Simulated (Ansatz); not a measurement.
Ansatz (a quantum-chemistry and plane-wave program) input file for GeF2Cl2, SMILES [Cl][Ge]([Cl])([F])[F], PBE/def2-SVPD. Coordinates come from a B3LYP-D3(BJ)/def2-SVP optimisation.

Ansatz 0.2 input:
```yaml
crystal:
  periodic: [false, false, false]
  atoms:
    - {symbol: F, position_ang: [0.00000000, -1.37203098, 1.28801068]}
    - {symbol: Ge, position_ang: [0.00000000, 0.00000000, 0.25272662]}
    - {symbol: F, position_ang: [0.00000000, 1.37203100, 1.28801065]}
    - {symbol: Cl, position_ang: [-1.76958156, -0.00000000, -0.91974835]}
    - {symbol: Cl, position_ang: [1.76958156, -0.00000000, -0.91974835]}
basis:
  gaussian:
    orbitals: def2-SVPD
hamiltonian:
  xc: {name: PBE}
```

Program output:

```
WARN ansatz: RAYON_NUM_THREADS=1 ignored (pool sized by the plan → 1); use --threads N
Functional definition: PBE
integrals: 0.09 GiB planned
1331 factors; their error is unknown
mean field: 0.50 GiB planned
mean field evaluation 1: about -86954.6364 eV, gradient 5.6e1 eV
mean field evaluation 2: about -86928.6444 eV, gradient 1.4e2 eV
mean field evaluation 4: about -86959.2474 eV, gradient 6.4e0 eV
mean field evaluation 8: about -86959.2881 eV, gradient 7.9e-2 eV
mean field evaluation 16: about -86959.2882 eV, gradient 3.0e-5 eV
mean field -86959.28815566 eV, -3195.6948965981 hartree, gradient 3.0e-5 eV, S^2 0.000000; 0 other end points of the search recorded, 0 dependent functions left out
reference -86959.28820527 eV, -3195.6948984210 hartree; 42, 42 occupied and 96, 96 virtual orbitals, 1331 factors
Total energy: -86959.28820527 eV, -3195.6948984210 hartree
```

The calculation finished and met its thresholds.
